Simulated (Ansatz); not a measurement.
`C[NH][GeH2][F]` + H₂ → `C[NH][GeH3]` + H–F  (hydrogenolysis of a Ge–F bond)

Computed with Ansatz on PBE0-D4/def2-TZVP structures; ΔE is electronic, products minus reactants. CCSD(T)/CBS adds triple-zeta CCSD(T) − MP2 to the extrapolated MP2 energy (def2 sets, frozen cores). This one scheme is used for every species. Functionals use def2-TZVPP. HSE06 is defined as in plane-wave codes. For Ge outer-core shells are correlated without core-valence functions, which leaves a few kJ/mol of doubt a bond. Scalar relativity is left out up to krypton. Each species was taken in one conformer, which may not be the lowest.

```
       level  ΔE (kJ/mol)  difference from CCSD(T)/CBS
   revPBE-D4         61.6                          3.1
   r2SCAN-D4         68.6                         10.1
      B97M-V         64.4                          5.9
     PBE0-D4         55.8                         -2.7
    HSE06-D4         55.6                         -2.9
CAM-B3LYP-D4         66.7                          8.2
     ωB97M-V         64.5                          6.0
      revPBE         59.9                          1.4
      r2SCAN         68.4                          9.9
     r2SCAN0         61.9                          3.4
 CCSD(T)/CBS         58.5                            0
```

Largest T1 diagnostic among the species: 0.011.

From BLYP to BHLYP (50 % exact exchange), in def2-TZVPP and without D4, ΔE moves by −5.6 kJ/mol. At CCSD(T), def2-SVP lies +6.5 kJ/mol from the extrapolated value and def2-TZVPP +0.9 kJ/mol.
